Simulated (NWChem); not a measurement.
System: HTeSF; SMILES S[Te]F

The following NWChem deck was run.

```
start job
memory heap 200 mb stack 900 mb global 1100 mb
geometry units angstroms noautoz
  Te     0.280106     0.424750     0.003917
  F     -1.515226     1.182895    -0.034028
  S     -0.222159    -1.889352    -0.057560
  H     -0.372830    -2.095411     1.273245
end
basis spherical
  * library def2-svpd
end
ecp
  Te library def2-ecp
end
dft
  xc xcamb88 1.00 lyp 0.81 vwn_5 0.19 hfexch 1.00
  cam 0.33 cam_alpha 0.19 cam_beta 0.46
  iterations 150
end
tddft
  cis
  nroots 6
  notriplet
end
task tddft energy
```

Excerpt of the output:

```
             Northwest Computational Chemistry Package (NWChem) 7.3.0
             --------------------------------------------------------

 C1  symmetry detected

                             Geometry "geometry" -> ""
                             -------------------------

 Output coordinates in angstroms (scale by  1.889725989 to convert to a.u.)

  No.       Tag          Charge          X              Y              Z
 ---- ---------------- ---------- -------------- -------------- --------------
    1 Te                  52.0000     0.33470893     0.40669400    -0.00655342
    2 F                    9.0000    -1.42991534     1.23465781    -0.01077113
    3 S                   16.0000    -0.25902480    -1.88600448    -0.05272230
    4 H                    1.0000    -0.39122954    -2.08393681     1.28127496

 Effective nuclear repulsion energy (a.u.)     352.8127316340

                                 NWChem DFT Module
                                 -----------------

 Summary of "ao basis" -> "ao basis" (spherical)
 ------------------------------------------------------------------------------
       Tag                 Description            Shells   Functions and Types
 ---------------- ------------------------------  ------  ---------------------
 Te                        def2-svpd                13       35   5s5p3d
 F                         def2-svpd                 9       23   4s3p2d
 S                         def2-svpd                11       27   5s4p2d
 H                         def2-svpd                 4        8   2s2p

            General Information
            -------------------
          SCF calculation type: DFT
          Wavefunction type:  closed shell.
          No. of atoms     :     4
          No. of electrons :    50
           Alpha electrons :    25
            Beta electrons :    25
          Charge           :     0
          Spin multiplicity:     1
          Use of symmetry is: off; symmetry adaption is: off
          Maximum number of iterations: 150
          AO basis - number of functions:    93
                     number of shells:    37
          Convergence on energy requested:  1.00D-06
          Convergence on density requested:  1.00D-05
          Convergence on gradient requested:  5.00D-04

              XC Information
              --------------
                     Hartree-Fock (Exact) Exchange  1.000
                   CAM-Becke88 Exchange Functional  1.000
                      VWN V Correlation Functional  0.190 local
              Lee-Yang-Parr Correlation Functional  0.810

           Range-Separation Parameters
           ---------------------------
           Alpha           :  0.19
           Beta            :  0.46
           Gamma           :  0.33
           Short-Range HF  :     F

             Grid Information
             ----------------
          Grid used for XC integration:  medium
          Radial quadrature: Mura-Knowles
          Angular quadrature: Lebedev.
          Tag              B.-S. Rad. Rad. Pts. Rad. Cut. Ang. Pts.
          ---              ---------- --------- --------- ---------
          Te                  1.40      123          12.0       590
          F                   0.50       49          12.0       434
          S                   1.00       88          13.0       590
          H                   0.35       45          12.0       434
          Grid pruning is: on
          Number of quadrature shells:   305
          Spatial weights used:  Erf1

      Superposition of Atomic Density Guess
      -------------------------------------

 Sum of atomic energies:        -808.36983339

      Non-variational initial energy
      ------------------------------

 Total energy =    -764.347792
 1-e energy   =   -1512.911944
 2-e energy   =     569.362359
 HOMO         =      -0.221128
 LUMO         =      -0.078681

   convergence    iter        energy       DeltaE   RMS-Dens  Diis-err
 ---------------- ----- ----------------- --------- --------- ---------
 d= 0,ls=0.0,diis     1   -766.3763075999 -9.46D+02  1.46D-02  5.96D-01
 d= 0,ls=0.0,diis     2   -766.3248988693  5.14D-02  6.27D-03  1.42D+00
 d= 0,ls=0.0,diis     3   -766.4510125526 -1.26D-01  1.21D-03  1.76D-02
 d= 0,ls=0.0,diis     4   -766.4526680705 -1.66D-03  4.73D-04  1.54D-03
 d= 0,ls=0.0,diis     5   -766.4528721290 -2.04D-04  1.22D-04  5.66D-05
  Resetting Diis
 d= 0,ls=0.0,diis     6   -766.4528831708 -1.10D-05  5.62D-05  1.45D-05
 d= 0,ls=0.0,diis     7   -766.4528863668 -3.20D-06  1.65D-05  5.69D-07
 d= 0,ls=0.0,diis     8   -766.4528865680 -2.01D-07  7.52D-06  3.08D-07

[...]

                                NWChem TDDFT Module
                                -------------------

            General Information
            -------------------
           No. of orbitals :     186
            Alpha orbitals :      93
             Beta orbitals :      93
        Alpha frozen cores :       0
         Beta frozen cores :       0
     Alpha frozen virtuals :       0
      Beta frozen virtuals :       0
         Spin multiplicity :       1
    Number of AO functions :      93
        Use of symmetry is : off
      Symmetry adaption is : off
         Schwarz screening :  0.10D-07

              XC Information
              --------------
              Hartree-Fock (Exact) Exchange   1.00
            CAM-Becke88 Exchange Functional   1.00
               VWN V Correlation Functional   0.19 local
       Lee-Yang-Parr Correlation Functional   0.81
           Alpha           :  0.19
           Beta            :  0.46
           Gamma           :  0.33

             TDDFT Information
             -----------------
          Calculation type : Tamm-Dancoff TDDFT
         Wavefunction type : Restricted singlets
          No. of electrons :      50
           Alpha electrons :      25
            Beta electrons :      25
              No. of roots :       6
          Max subspacesize :    5200
            Max iterations :     100
               Target root :       1
           Target symmetry : none
      Symmetry restriction : off
                 Algorithm : Optimal
        Davidson threshold :  0.10D-03

    6 smallest eigenvalue differences (eV)
--------------------------------------------------------
  No. Spin  Occ  Vir  Irrep   E(Occ)    E(Vir)   E(Diff)
--------------------------------------------------------
    1    1   25   26 a        -0.297    -0.052     6.652
    2    1   25   27 a        -0.297    -0.040     6.979
    3    1   24   26 a        -0.359    -0.052     8.342
    4    1   25   28 a        -0.297     0.019     8.585
    5    1   24   27 a        -0.359    -0.040     8.669
    6    1   25   29 a        -0.297     0.044     9.259
--------------------------------------------------------

  Entering Davidson iterations
  Restricted singlet excited states

  Iter   NTrls   NConv    DeltaV     DeltaE      Time
  ----  ------  ------  ---------  ---------  ---------
    1      6       0     0.12E+00   0.10+100       23.3
    2     12       0     0.38E-01   0.17E-01       23.5
    3     18       0     0.15E-01   0.31E-02       22.4
    4     24       0     0.67E-02   0.47E-03       19.0
    5     30       0     0.10E+00   0.54E-02       19.2
    6     36       2     0.36E-01   0.16E-01       17.8
    7     40       3     0.11E-01   0.18E-02       16.8
    8     43       5     0.41E-02   0.14E-03       13.7
    9     44       5     0.13E-02   0.13E-04       13.0
   10     45       5     0.42E-03   0.12E-05       13.9
   11     46       5     0.10E-03   0.91E-07       11.0
   12     47       6     0.72E-04   0.48E-08       12.2
  ----  ------  ------  ---------  ---------  ---------
  Convergence criterion met

  Ground state a        -766.452886568035 a.u.

  ----------------------------------------------------------------------------
  Root   1 singlet a              0.105181257 a.u.                2.8621 eV
  ----------------------------------------------------------------------------
     Transition Moments    X  0.01720   Y  0.02463   Z  0.10718
     Dipole Oscillator Strength                    0.0008688174
     Electric Quadrupole                           0.0000000153
     Magnetic Dipole                               0.0000013476
     Total Oscillator Strength                     0.0008701802

     Occ.   25  a   ---  Virt.   26  a        0.97904
     Occ.   25  a   ---  Virt.   27  a       -0.15758
     Occ.   25  a   ---  Virt.   31  a        0.08958
  ----------------------------------------------------------------------------
  Root   2 singlet a              0.128437809 a.u.                3.4950 eV
  ----------------------------------------------------------------------------
     Transition Moments    X -0.03290   Y -0.10123   Z -0.00927
     Dipole Oscillator Strength                    0.0009775117
     Electric Quadrupole                           0.0000000074
     Magnetic Dipole                               0.0000004193
     Total Oscillator Strength                     0.0009779385

     Occ.   25  a   ---  Virt.   26  a        0.15835
     Occ.   25  a   ---  Virt.   27  a        0.97221
     Occ.   25  a   ---  Virt.   28  a        0.07748
     Occ.   25  a   ---  Virt.   29  a       -0.09662
     Occ.   25  a   ---  Virt.   32  a        0.05161
  ----------------------------------------------------------------------------
  Root   3 singlet a              0.183328236 a.u.                4.9886 eV
  ----------------------------------------------------------------------------
     Transition Moments    X  0.19208   Y  0.02548   Z  0.00636
     Dipole Oscillator Strength                    0.0045935365
     Electric Quadrupole                           0.0000000150
     Magnetic Dipole                               0.0000000157
     Total Oscillator Strength                     0.0045935673

[...]
```

Level: CAM-B3LYP/def2-SVPD with def2 effective core potentials on Te, TDA. Geometry: optimised at PBE0/def2-SVP. No frequency run checked for a minimum. def2 effective core potentials on Te; no spin-orbit coupling.
